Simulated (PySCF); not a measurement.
One of the candidates below gave these computed data.

All candidates are C5H5F3Si.

- NMR, other nuclei: isotropic shieldings of nuclei other than C and H, by class: 214 (1 F), 320 (2 F), 373 (1 Si) ppm [GIAO PBE0/pcSseg-1]
- 13C NMR: chemical shifts (computed TMS as zero) by class: 183.3 (1 C), 155.9 (1 C), 127.6 (1 C), 100.6 (1 C), 36.6 (1 C) ppm [GIAO PBE0/pcSseg-1]
- 1H NMR: chemical shifts (computed TMS as zero) by class: 7.08 (1 H), 6.19 (1 H), 5.51 (1 H), 3.12 (2 H) ppm [GIAO PBE0/pcSseg-1]
- Rotational structure: rotational constants A, B, C: 2.245, 0.995, 0.821 GHz [GFN2-xTB]
- Triplet: lowest triplet excitation (Tamm–Dancoff): 4.35 eV [TDA CAM-B3LYP/def2-SVPD]
- Dipole: 3.41 D [CAM-B3LYP/def2-SVPD]
- UV, first state: lowest singlet excitation: 6.66 eV (186 nm, f = 0.018) [TDDFT CAM-B3LYP/def2-SVPD]
- UV, strongest line: among the 8 lowest singlet transitions: S6 at 7.68 eV (161 nm, f = 0.512) [TDDFT CAM-B3LYP/def2-SVPD]
- Polarisability: 76.0 au [CAM-B3LYP/def2-SVPD]

Gas-phase values; electronic properties from PySCF, density fitting. Levels stand in brackets. Geometry: GFN2-xTB; no solvent, vibrations or thermal averaging. NMR classes are plain means over equivalent atoms (diastereotopic ones count apart unless rotation or inversion swaps them), as if these changed places fast.

Question: Which candidate is it?
A. `F[Si](F)(F)C1=CCC=C1`
B. `C=CC1([Si](F)(F)F)C=C1`
C. `FC1=C[Si](F)(F)C=CC1`
D. `FC[Si@]1(F)C=CC(F)=C1`
E. `C#CC(=C)[SiH2]C(F)(F)F`

Answer: C. It is `FC1=C[Si](F)(F)C=CC1`. Numbering: `[F:1][C:2]1=[CH:3][Si:4]([F:5])([F:6])[CH:7]=[CH:8][CH2:9]1`. Its formula, C5H5F3Si, gives 3 degrees of unsaturation: 1 ring and 2 π bonds in the structure found. 5 carbons fall into 5 classes; from least to most shielded: vinylic C–F carbon [C2] (183.3 ppm), alkene CH carbon [C8] (155.9 ppm), alkene CH carbon [C7] (127.6 ppm), alkene CH carbon [C3] (100.6 ppm), allylic carbon [C9] (36.6 ppm). Hydrogen classes from least to most shielded: 1 H on an alkene CH carbon, C8 (7.08 ppm), 1 H on an alkene CH carbon, C7 (6.19 ppm), 1 H on an alkene CH carbon, C3 (5.51 ppm), 2 H on an allylic carbon, C9 (3.12 ppm). The other shieldings belong to: 214 ppm, vinyl fluorine [F1]; 320 ppm, silicon-bound fluorine [F5/F6]; 373 ppm, fluorine-bound silicon [Si4]. The optimised geometry has point group Cs and is an asymmetric top.

The others, at the same levels:
- `C#CC(=C)[SiH2]C(F)(F)F` fails: its computed 13C shifts are 156.4 (1 C), 139.5 (1 C), 124.4 (1 C), 92.5 (1 C), 87.0 (1 C) ppm, 1H shifts are 7.05 (1 H), 6.82 (1 H), 4.58 (2 H), 3.04 (1 H) ppm and lowest singlet excitation is 5.27 eV (235 nm, f = 0.000) (against 6.66 eV).
- `FC[Si@]1(F)C=CC(F)=C1` fails: its computed 13C shifts are 185.4 (1 C), 154.3 (1 C), 137.2 (1 C), 96.2 (1 C), 75.2 (1 C) ppm, 1H shifts are 6.92 (1 H), 6.10 (1 H), 5.20 (1 H), 5.17 (1 H), 4.81 (1 H) ppm and lowest singlet excitation is 4.06 eV (306 nm, f = 0.038) (against 6.66 eV).
- `C=CC1([Si](F)(F)F)C=C1` fails: it has 4 carbon classes against 5; its computed 13C shifts are 150.5 (1 C), 122.4 (1 C), 108.3 (2 C), 12.0 (1 C) ppm, 1H shifts are 6.66 (1 H), 6.47 (2 H), 5.63 (1 H), 5.14 (1 H) ppm and lowest singlet excitation is 5.55 eV (223 nm, f = 0.009) (against 6.66 eV).
- `F[Si](F)(F)C1=CCC=C1` fails: its computed 13C shifts are 162.6 (1 C), 142.9 (1 C), 139.9 (1 C), 135.5 (1 C), 48.3 (1 C) ppm, 1H shifts are 7.45 (1 H), 6.88 (1 H), 6.84 (1 H), 3.27 (2 H) ppm and lowest singlet excitation is 5.05 eV (246 nm, f = 0.058) (against 6.66 eV).

Each candidate is one conformer, not necessarily the lowest. The conformers computed, where there is a choice (atom-mapped SMILES and torsion angles):
- `[CH:1]#[C:2][C:3](=[CH2:4])[SiH2:5][C:6]([F:7])([F:8])[F:9]`: C2–C3–Si5–C6 180°, C3–Si5–C6–F7 180°
- `[F:1][CH2:2][Si@:3]1([F:4])[CH:5]=[CH:6][C:7]([F:8])=[CH:9]1`: F1–C2–Si3–F4 180°
- `[CH2:1]=[CH:2][C:3]1([Si:4]([F:5])([F:6])[F:7])[CH:8]=[CH:9]1`: C1–C2–C3–Si4 -177°, C2–C3–Si4–F5 -177°
- `[F:1][Si:2]([F:3])([F:4])[C:5]1=[CH:6][CH2:7][CH:8]=[CH:9]1`: F1–Si2–C5–C6 140°
